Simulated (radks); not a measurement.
Values are calculated unless marked as measured or tabulated.
Numerical settings for the cerium ion Ce3+, [Xe] 4f1. Code: a radial shooting solver on a logarithmic mesh with Libxc functionals. Model: scalar-relativistic Kohn-Sham, PBE, spin-unpolarised, spherical densities, finite nucleus; Fermi nuclear charge, rms radius 4.8771 fm. The defaults (mesh step 0.008 in ln r, mesh end at 40 bohr or more with all orbitals vanishing there, Anderson mixing 0.5 over 9 steps, residual threshold near 1e-9 with the energy settled to 1e-9 hartree or 1e-11 of itself, here a cap of 58 iterations) give E = -8858.7027 hartree and 4f at -28.646 eV in 14 iterations. Run on one thread of a shared host, so times are rough (Arm Neoverse N1): 0.16 s of CPU time, 0.16 s wall, 14 iterations on 2213 mesh points. Changes against that run (0 stands for a change within the tolerance of the run):

setting                    iterations  converged  E (mhartree)  e(4f) (meV)  CPU (s)
mesh step in ln r 0.05             14        yes         +0.16            0     0.04
mesh step in ln r 0.005            16        yes             0            0     0.26
mesh step in ln r 0.03             14        yes      +0.00678            0     0.06
mesh end (bohr) 3                  15        yes          +713    +6.58e+03     0.15
mesh end (bohr) 400                14        yes             0            0     0.16
residual threshold 0.01            10        yes             0       -0.157     0.13
residual threshold 1e-16           58         no             0            0     0.32
mixing 2.5                         20        yes             0            0      0.2
linear mixing, mixing 0.8          58         no     -0.000319            0     0.43
linear mixing, mixing 0.5          30        yes             0            0     0.26
mixing history 2                   22        yes             0            0      0.2
iteration cap 2                     2         no     +1.25e+03    -2.87e+04     0.03

Settings that end as converged yet miss the energy by more than 1 mhartree: mesh end (bohr) 3 (+0.713 hartree). A mesh that ends early acts as a hard wall.
